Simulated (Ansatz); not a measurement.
`F[SiH]([AlH2])[GeH3]` + `[SiH3][SeH]` → `[AlH2][Se][SiH3]` + `F[SiH2][GeH3]` at 600 K and 1 bar (cleavage of the Al–Si bond).

Program: Ansatz. Geometries: PBE0-D4/def2-TZVP. ΔE: electronic, gas phase. CCSD(T)/CBS adds triple-zeta CCSD(T) − MP2 to the extrapolated MP2 energy (def2 sets, frozen cores). For Ge, Se outer-core shells are correlated without core-valence functions, which leaves a few kJ/mol of doubt a bond. Scalar relativity is left out up to krypton.

```csv
species,CCSD(T)/CBS energy (Eh),H − E (kJ/mol),S (J/(mol·K))
`F[SiH]([AlH2])[GeH3]`,-2710.63746,198.3,496.8
`[SiH3][SeH]`,-2692.20088,124.0,341.5
`[AlH2][Se][SiH3]`,-2934.85173,159.9,425.1
`F[SiH2][GeH3]`,-2468.03899,164.2,400.7
```

H − E and S are ideal-gas, rigid-rotor, harmonic terms from PBE0-D4/def2-TZVP, for one conformer and one mirror image of each species. 1 Eh = 2625.50 kJ/mol, R = 8.31446 J/(mol·K).

Problem. By hand: ΔE, ΔH, ΔS and ΔG.

Solution. ΔE = (-2934.85173) + (-2468.03899) − (-2710.63746) − (-2692.20088) = -0.05238 Eh = -137.5 kJ/mol. Δ(H − E) = 159.9 + 164.2 − 198.3 − 124.0 = 1.8, so ΔH = -135.7 kJ/mol. ΔS = 425.1 + 400.7 − 496.8 − 341.5 = -12.5 J/(mol·K). ΔG = -135.7 − 600 × (-12.5)/1000 = -128.2 kJ/mol.

Problem. By hand: the equilibrium constant, and the temperature at which ΔG would vanish if ΔH and ΔS stayed fixed.

Solution. log₁₀ K = −ΔG/(RT ln 10) = 11.2. ΔG = 0 at ΔH/ΔS = 10856 K, far beyond where these terms or the molecules hold.

The number of gas molecules stays the same, so ΔS is small and ΔH decides. A doubt of 5 kJ/mol in ΔE shifts log₁₀ K by 0.4 here. Other conformers and mirror images would add mixing entropy, several J/(mol·K) or more a flexible species. These are equilibria of isolated gas molecules and say nothing of rates. Largest T1 diagnostic: 0.012 (customary marks: 0.02 for closed shells, 0.045 for open ones).
